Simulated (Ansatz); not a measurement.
A nudged elastic band was laid between two geometries of C₃H₉NSi (14 atoms, charge 0, multiplicity 1).

Theory: RKS PBE0-D4/def2-SVP (Ansatz 0.2.0).

* movable images: 9
* climbing image: yes
* spring: 5.0 eV/Å²
* optimiser: fire
* start path: through a guess of the saddle point
* force threshold: 0.05 eV/Å
* iteration limit: 60
* end points: relaxed
* largest step: 0.02 Å

Initial state:

```xyz
14
Properties=species:S:1:pos:R:3
C -1.642 0.792 0.789
C -0.342 0.990 0.023
C 0.176 -0.303 -0.566
N 0.677 -1.294 0.414
Si 1.947 -0.832 -0.685
H -2.442 0.414 0.131
H -1.496 0.058 1.597
H -1.997 1.731 1.242
H 0.421 1.414 0.697
H -0.479 1.721 -0.792
H -0.480 -0.708 -1.357
H 0.218 -2.199 0.450
H 3.091 -0.081 -0.109
H 2.336 -1.733 -1.804
```

Final state:

```xyz
14
Properties=species:S:1:pos:R:3
C -1.444 0.670 0.776
C -0.190 0.902 -0.060
C 0.262 -0.293 -0.861
N 0.823 -1.409 -0.051
Si 2.047 -0.710 -1.471
H -2.303 0.401 0.141
H -1.304 -0.150 1.501
H -1.721 1.567 1.350
H 0.646 1.235 0.581
H -0.360 1.732 -0.766
H -0.537 -0.686 -1.507
H 0.360 -2.312 -0.118
H 2.685 0.199 -0.405
H 1.024 -1.177 0.919
```

Task: Which bonds break or form, and what moves?

Result: Bonds broken: Si5–H14. Bonds formed: N4–H14.

Task: What energy profile does the band end with?

Result: It converged. The highest image is number 5 of 0 to 10, 1.85 eV above the first end and 1.65 eV above the last; the last end lies 0.20 eV above the first. The order of the stationary point at the top wasn't checked. The orbitals stay closed-shell, which can raise the energy where a bond breaks towards radicals; this wasn't checked here.

| image | path coordinate (Å) | energy (eV) | Si5–H14 (Å) | N4–H14 (Å) |
| --- | --- | --- | --- | --- |
| 0 | 0.00 | 0.00 | 1.49 | 2.80 |
| 1 | 0.45 | 0.06 | 1.48 | 2.73 |
| 2 | 0.91 | 0.27 | 1.48 | 2.59 |
| 3 | 1.36 | 0.80 | 1.46 | 2.30 |
| 4 | 1.80 | 1.41 | 1.49 | 1.96 |
| 5 | 2.25 | 1.85 | 1.59 | 1.48 |
| 6 | 2.71 | 1.26 | 1.89 | 1.08 |
| 7 | 3.16 | 0.87 | 2.13 | 1.03 |
| 8 | 3.63 | 0.46 | 2.38 | 1.01 |
| 9 | 4.10 | 0.24 | 2.56 | 1.02 |
| 10 | 4.57 | 0.20 | 2.64 | 1.02 |

Task: What is the geometry of the highest image?

Result: 
```xyz
14
Properties=species:S:1:pos:R:3
C -1.567 0.783 0.788
C -0.236 0.902 0.055
C 0.156 -0.400 -0.617
N 0.712 -1.375 0.225
Si 1.990 -0.542 -1.311
H -2.380 0.502 0.097
H -1.514 0.014 1.574
H -1.852 1.734 1.263
H 0.561 1.194 0.757
H -0.297 1.697 -0.707
H -0.587 -0.748 -1.352
H 0.362 -2.301 -0.037
H 2.683 0.360 -0.296
H 1.956 -1.850 -0.410
```

Time of the run: 14 min on 2 threads of Intel(R) Xeon(R) 6975P-C (Granite Rapids), on a shared host, peak memory 0.31 GiB.
